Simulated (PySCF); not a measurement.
## TlI: energy against distance

Set-up: PySCF, scalar-relativistic core potentials, basis sets Tl def2-SVP with ECP60, I def2-SVP with ECP28. Energies in eV from Tl + I in their ground configurations at the same level. State: ¹Σ⁺ (singlet), closed shell.

Curves on a restricted Hartree–Fock reference rise too fast on stretching and do not dissociate correctly.

```csv
R (Å),RHF-MP2,r²SCAN0
2.471,-2.485,-2.715
2.586,-2.975,-3.177
2.701,-3.237,-3.420
2.787,-3.328,-3.500
2.873,-3.353,-3.517
2.959,-3.329,-3.488
3.074,-3.241,-3.397
3.218,-3.074,-3.229
3.390,-2.827,-2.985
3.620,-2.470,-2.636
```

Problem. Put a parabola through the three lowest points of the RHF-MP2 curve and estimate Re, k and ωe (reduced mass 78.38 u; 1 eV/Å² = 0.16022 mdyn/Å; ωe = 1302.8·√(k/μ) cm⁻¹).

Solution. Through R = 2.787, 2.873, 2.959 Å the second-order coefficient is 3.31 eV/Å², so Re ≈ 2.874 Å, k ≈ 1.06 mdyn/Å and ωe ≈ 152 cm⁻¹. A polynomial fit of higher order to the unrounded RHF-MP2 energies gives Re = 2.869 Å, k = 1.07 mdyn/Å, ωe = 152 cm⁻¹; anharmonicity and rounding make the difference.

The higher-order fit for each curve: RHF-MP2: Re = 2.869 Å, ωe = 152 cm⁻¹, De = 3.35 eV; r²SCAN0: Re = 2.858 Å, ωe = 151 cm⁻¹, De = 3.52 eV.

Correlated steps freeze 8 core orbitals. Correlated levels converge slowly with the basis: in double zeta they bind strong bonds too weakly, by up to about 1 eV, and carry superposition errors of some tenths. Spin–orbit coupling is left out, which matters for elements this heavy, above all for dissociation energies. Where the molecule has an RHF reference, its open-shell atoms are computed with UHF.
